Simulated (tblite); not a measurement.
Species: C8H13P.
Cartesian coordinates in Å at the GFN2-xTB level; atoms count from 1:
```xyz
22
C8H13P angstrom
C      1.3199   -1.9780    0.1481
C      1.4210   -0.4885    0.1502
C      2.5534    0.1875    0.4344
P      2.3589    1.9590    0.1932
C      0.5998    1.6904   -0.0731
C      0.2882    0.3793   -0.1433
C     -1.0851   -0.1687   -0.4208
C     -1.8579   -0.2989    0.8967
C     -1.8656    0.6966   -1.4097
H      2.2726   -2.4198    0.4302
H      0.5569   -2.3172    0.8476
H      1.0517   -2.3398   -0.8446
H      3.5008   -0.2708    0.6633
H      2.2688    2.3085    1.5422
H     -0.0784    2.5045   -0.2594
H     -0.9762   -1.1673   -0.8563
H     -1.9988    0.6823    1.3451
H     -2.8346   -0.7443    0.7193
H     -1.3162   -0.9225    1.6046
H     -2.7937    0.2007   -1.6866
H     -2.1152    1.6594   -0.9708
H     -1.2808    0.8670   -2.3111
```

Computed with GFN2-xTB (tblite): harmonic, unscaled wavenumbers at the GFN2-xTB geometry, gas phase. This tight-binding method is rough: wavenumbers can miss measured ones by several per cent, in bad cases by 10 to 20. Modes of hydrogen on phosphorus can be 10 to 20 % off. One conformer, not necessarily the lowest.

Harmonic wavenumbers (cm⁻¹): 50.9, 110.9, 155.6, 180.8, 198.0, 223.1, 239.5, 260.6, 285.3, 362.7, 415.8, 474.8, 517.6, 533.1, 619.6, 692.3, 706.1, 757.0, 796.7, 802.6, 844.8, 846.2, 931.3, 944.4, 986.5, 1010.7, 1021.1, 1046.1, 1114.8, 1129.5, 1139.5, 1160.8, 1193.1, 1292.4, 1310.6, 1370.5, 1397.3, 1405.5, 1417.7, 1478.5, 1481.6, 1493.8, 1498.0, 1505.2, 1510.3, 1536.4, 1610.7, 2257.0, 2938.5, 2997.4, 3013.8, 3024.4, 3028.7, 3029.3, 3033.9, 3036.8, 3041.5, 3042.1, 3097.7, 3112.4.

A = 2028, B = 1056, C = 796.4 MHz; mass 140.075 u (most abundant isotopes); point group C1, symmetry number 1.

Problem. What is the zero-point energy?

Solution. Half the sum of the wavenumbers: 40357 cm⁻¹ = 115.39 kcal/mol.

Problem. Give the ideal-gas entropy at 273.15 K and 1 bar in the rigid-rotor, harmonic-oscillator model (classical rotation).

Solution. Translation 40.31, rotation 29.36, vibration 26.21: S = 95.9 cal/(mol K).

Problem. And Cp and H(273.15 K) − H(0)?

Solution. Cp = 38.90 cal/(mol K), of which vibrations give 30.95 (their classical limit is 60 R = 119.2); H(273.15 K) − H(0) = 6.23 kcal/mol without the zero-point energy, 4.05 from vibrations.

Problem. Which modes carry the vibrational entropy at 273.15 K?

Solution. 50.9 cm⁻¹: 4.61; 110.9 cm⁻¹: 3.08; 155.6 cm⁻¹: 2.44; 180.8 cm⁻¹: 2.16; 198.0 cm⁻¹: 1.99; 223.1 cm⁻¹: 1.78 cal/(mol K); the other 54 give 10.16 together.

Problem. What must be added to the electronic energy to get the Gibbs energy at 273.15 K and 1 bar?

Solution. ZPE + [H(273.15 K) − H(0)] − T·S = 115.39 + 6.23 − 26.19 = 95.43 kcal/mol.

Problem. How do the functions run with temperature in this model?

Solution. 
| T (K) | S (cal/(mol K)) | Cp (cal/(mol K)) | H − H(0) (kcal/mol) | G − H(0) (kcal/mol) | ln q(vib) |
| --- | --- | --- | --- | --- | --- |
| 150 | 77.3 | 24.7 | 2.32 | -9.27 | 2.45 |
| 250 | 92.6 | 36.2 | 5.36 | -17.78 | 5.09 |
| 298.15 | 99.4 | 41.9 | 7.24 | -22.41 | 6.41 |
| 400 | 113.4 | 53.6 | 12.10 | -33.25 | 9.24 |
| 600 | 138.8 | 71.9 | 24.76 | -58.52 | 14.87 |
| 900 | 171.6 | 89.8 | 49.25 | -105.23 | 23.01 |

q(vib) and H(0) count from the zero-point level.

Hindered rotation and anharmonicity are outside this model. Other conformers, if any are populated, would add a mixing term that is left out. The structure is chiral; the term R ln 2 for an equal mix with its mirror image is left out.

Time: 1.1 s wall. Hardware: an Intel Xeon Platinum 8488C with one thread, no GPU, on a shared host. This covers the Hessian and the dipole derivatives.
